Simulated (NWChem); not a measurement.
System: BSiNH6O2; SMILES OB(O)N[SiH3]

```xyz
11

Si     0.0082    -1.8135     0.0002
N     -0.7460    -0.2339    -0.0007
B     -0.0156     0.9938    -0.0002
O      1.3485     0.9004    -0.0001
O     -0.5827     2.2433     0.0004
H      0.8435    -2.0448     1.2158
H      0.8585    -2.0377    -1.2060
H     -1.1091    -2.8076    -0.0092
H     -1.7580    -0.2102     0.0003
H      1.7661     1.7663     0.0000
H     -1.5424     2.2408     0.0005
```
Atoms are numbered in this order, from 1.

Results from NWChem. Pople sets run with spherical d functions. Geometry: optimised at PBE0/def2-SVP. Level M06-2X/6-31G*: energy and gradient on several grids; changes count from the extra-fine grid, which is no exact limit either.

| grid | size of the energy change (μHa) | largest change of a gradient component (μHa/bohr) | time, medium = 1 (rough) |
|---|---|---|---|
| xcoarse | 60000 | 3000 | about 1 |
| coarse | 300 | 600 | about 1 |
| medium | 80 | 400 | about 1 |
| fine | < 10 | 100 | about 1 |
| xfine | < 10 | < 30 | 2 |
